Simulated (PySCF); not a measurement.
Mapped SMILES: `[SiH3:1][c:2]1[cH:3][cH:4][n:5][cH:6][cH:7]1`; H(Xn) means a hydrogen on atom n.

- σ from GIAO-PBE0/pcSseg-1
- geometry from GFN2-xTB
- code: PySCF
- rapidly exchanging positions averaged, one computed conformer, no solvent, relativity neglected

Shifts are taken against calculated references (same method and geometry level): ¹³C (σ = 186.93 ppm), ¹H (σ = 31.72 ppm), ²⁹Si (σ = 349.16 ppm) against TMS; NH3 for ¹⁵N (σ = 267.73 ppm).

| atoms | nucleus | count | Hirshfeld charge | δ (ppm) |
| --- | --- | --- | --- | --- |
| H(Si1) | ¹H | 3 | -0.07 | 4.54 |
| H(C4)/H(C6) | ¹H | 2 | 0.05 | 8.97 |
| Si1 | ²⁹Si | 1 | 0.32 | -68.7 |
| C4/C6 | ¹³C | 2 | 0.02 | 155.0 |
| N5 | ¹⁵N | 1 | -0.16 | ? |
| H(C3)/H(C7) | ¹H | 2 | 0.05 | 7.58 |
| C3/C7 | ¹³C | 2 | -0.05 | 135.3 |
| C2 | ¹³C | 1 | -0.08 | ? |

Question: Estimate the values marked ?.

Answer: 
- C2: 145.2 ppm, substituted aromatic carbon
- N5: 363.4 ppm, pyridine-type ring nitrogen

Shifts are as computed. Against solution values, carbons near 30 ppm lie about +3 ppm off and those near 130 ppm about +5 ppm. Of 1211 compounds with measured shifts, 218 miss one by over three times the rms of a fit or turn the order of signals round; such compounds aren't used in these exercises. Experimental scales use liquid or dissolved standards, which lie at an offset from isolated NH3 (liquid NH3: subtract about 20 ppm). Unscaled 15N shifts of sp2 nitrogen come out 20 to 40 ppm too high even then.
